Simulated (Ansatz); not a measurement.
Isolated molecules relaxed with PBE0-D4/def2-TZVP in Ansatz; ΔE leaves out vibrations. CCSD(T)/CBS is the MP2 limit (def2-TZVPP, def2-QZVPP) plus CCSD(T) − MP2 in def2-TZVPP, frozen cores. DFT in def2-TZVPP. B3LYP here is the variant with VWN-RPA as its local correlation; programs differ in this. def2 core potentials past Kr. For Te outer-core shells are correlated without core-valence functions, which leaves a few kJ/mol of doubt a bond. One conformer a species, not always the lowest.

Reaction (formal exchange of groups at a Te–Si bond): `[NH2][AlH][SiH2][TeH]` + `C=CC` → `C=C(C)[TeH]` + `[NH2][AlH][SiH3]`

| level | ΔE (kcal/mol) | difference from CCSD(T)/CBS |
| --- | --- | --- |
| PBE-D4 | 23.5 | 0.3 |
| B3LYP-D4 | 23.0 | -0.2 |
| ωB97X-V | 23.1 | -0.1 |
| ωB97M-V | 23.7 | 0.5 |
| B2PLYP | 22.9 | -0.3 |
| r2SCAN | 24.0 | 0.8 |
| PBE0 | 25.0 | 1.8 |
| B3LYP | 23.4 | 0.2 |
| MP2/def2-TZVPP | 22.1 | -1.1 |
| SCS-MP2/def2-TZVPP | 21.5 | -1.7 |
| CCSD/def2-TZVPP | 22.5 | -0.7 |
| CCSD(T)/def2-TZVPP | 22.0 | -1.2 |
| HF/def2-QZVPP | 25.4 | 2.2 |
| HF/CBS(def2) | 25.4 | 2.2 |
| MP2/CBS(def2) | 23.3 | 0.1 |
| CCSD/CBS(def2) | 23.8 | 0.6 |
| CCSD(T)/CBS | 23.2 | 0 |

Largest T1 diagnostic among the species: 0.013.

In def2-TZVPP, CCSD(T) changes the Hartree–Fock value by −3.6 kcal/mol (the triples alone add −0.5 kcal/mol) and MP2 by −3.5 kcal/mol. From PBE to PBE0 (25 % exact exchange), in def2-TZVPP and without D4, ΔE moves by +1.2 kcal/mol.
